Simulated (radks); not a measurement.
Fractional charge and spin in the 6s shell of thulium: the spin-up occupation runs from 0 to 1 and the spin-down occupation from 0 to 1; the fullest corner is Tm, [Xe] 4f(up 6.5, down 6.5) 6s(up 1, down 1). Method: scalar-relativistic Kohn-Sham, PBE, spin-polarised, spherical densities, finite nucleus; Fermi nuclear charge, rms radius of each element as measured or else 0.836 A^(1/3) + 0.57 fm; computed with a radial shooting solver on a logarithmic mesh with Libxc functionals. Energy (eV) minus the two flat planes that join the four corners (they meet along the diagonal where the two added fractions sum to one electron); zero is where a piecewise linear energy would lie.

down \ up       0    0.25     0.5    0.75       1
0           0.000  -0.535  -0.707  -0.526   0.000
0.25       -0.535  -0.652  -0.424   0.145  -0.460
0.5        -0.707  -0.424   0.193  -0.369  -0.609
0.75       -0.526   0.145  -0.369  -0.565  -0.453
1           0.000  -0.460  -0.609  -0.453   0.000

Corners above the fullest one (they belong to Tm+ and the next ion): (up 1, down 0) 6.263 eV, (up 0, down 1) 6.263 eV, (up 0, down 0) 18.553 eV. With half an added electron in each spin the energy lies 0.193 eV from the planes, and with half an added electron in spin up alone -0.707 eV. The planes are only a guide here: the flat-plane condition holds for ground states with one frontier orbital, while this shell lies below other occupied shells, so the corners above the fullest one are inner-hole states and not the ground states of those ions.
